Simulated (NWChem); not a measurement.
C4H6Si; SMILES C#C[SiH2]C=C

```xyz
11

C      0.7175     2.6957     0.1002
C      0.1196     1.6367     0.0477
Si    -0.7687     0.0282    -0.0397
C      0.4115    -1.3558    -0.4654
C      0.5902    -2.4304     0.3112
H      1.2445     3.6324     0.1480
H     -1.4007    -0.2587     1.2823
H     -1.8345     0.1602    -1.0787
H      0.9810    -1.2876    -1.4018
H      0.0553    -2.5556     1.2597
H      1.2806    -3.2366     0.0383
```
Atoms are numbered in this order, from 1.

All runs: NWChem. Structure relaxed at the PBE0/def2-SVP level. Level: PBE0/def2-SVP with SMD (1 M gas to 1 M solution), gas-phase geometry. Reactions with the solvent are ignored.

Question: Estimate the computed values for solvent water. Quantities: solvation free energy (kcal/mol); cavity-dispersion-structure term (kcal/mol); dipole in solution (D).

Answer: 
```json
{
 "solvation free energy (kcal/mol)": "2.2",
 "cavity-dispersion-structure term (kcal/mol)": "6.5",
 "dipole in solution (D)": "0.97"
}
```
